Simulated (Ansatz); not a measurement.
# CH4BrFSi: structure from calculated spectroscopic constants

These gas-phase data were calculated for one isomer of CH4BrFSi at B3LYP-D3(BJ)/def2-SVP (harmonic, unscaled wavenumbers; equilibrium rotational constants with average atomic masses):

```
rotational constants            : 17.21, 1.172, 1.12 GHz
all wavenumbers above 1500 cm⁻¹ : 3168, 3094, 2280, 2270
dipole moment                   : 0.53 D (PBE0/def2-TZVPD)
```

Candidates:

(1) `F[SiH2]CBr`, a singlet
(2) `C[Si@H](F)Br`, a singlet

Problem. Which candidate do the data belong to?

Solution. Candidate (1). 2 modes lie between 2000 and 2380 cm⁻¹, one for each Si–H bond, while (2) has 1.

The same quantities for all candidates:

|  | rotational constants (GHz) | wavenumbers above 1500 cm⁻¹ | dipole (D) | E above the lowest, B3LYP-D3(BJ)/def2-SVP (kcal/mol) |
| --- | --- | --- | --- | --- |
| (1) | 17.21, 1.172, 1.12 | 3168, 3094, 2280, 2270 | 0.53 | 38.9 |
| (2) | 5.978, 1.961, 1.599 | 3140, 3131, 3036, 2276 | 2.23 | 0.0 |

Harmonic stretches to hydrogen usually lie a few per cent above observed fundamentals. Each candidate is one conformer. Programs: Ansatz 0.2.0.
